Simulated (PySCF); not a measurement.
## Radial density of S²⁺ (sulfur, charge +2)

UHF, [Ne] 3s2 3p1 3d1, one real determinant (an excited configuration). Computed with PySCF 2.14 in aug-cc-pCVTZ-DK, with the spin-free X2C one-electron Hamiltonian (Gaussian nucleus).

```csv
r (bohr),4πr²ρ (e/bohr),4πr²(ρα − ρβ)
0.00210,0.1638,0.0000
0.00352,0.4237,0.0000
0.00593,1.071,-0.0001
0.00997,2.585,-0.0002
0.0168,5.752,-0.0003
0.0282,11.13,-0.0001
0.0474,16.97,0.0033
0.0798,17.76,0.0199
0.134,12.70,0.0722
0.226,14.02,0.1469
0.380,17.31,0.1017
0.639,7.483,0.0577
1.07,2.538,0.6642
1.81,2.122,1.0024
3.04,0.4391,0.3461
5.11,0.03179,0.0314
8.60,3.988e-05,0.0000
```

Densities and radii are taken from the X2C orbitals without a picture-change correction, which distorts them close to the nucleus.

⟨L²⟩ = 8.02 against 12 for a pure F term, so this real determinant mixes terms. The outer electron is Rydberg-like, and this basis confines it to a smaller radius and binds it less than a complete one would.
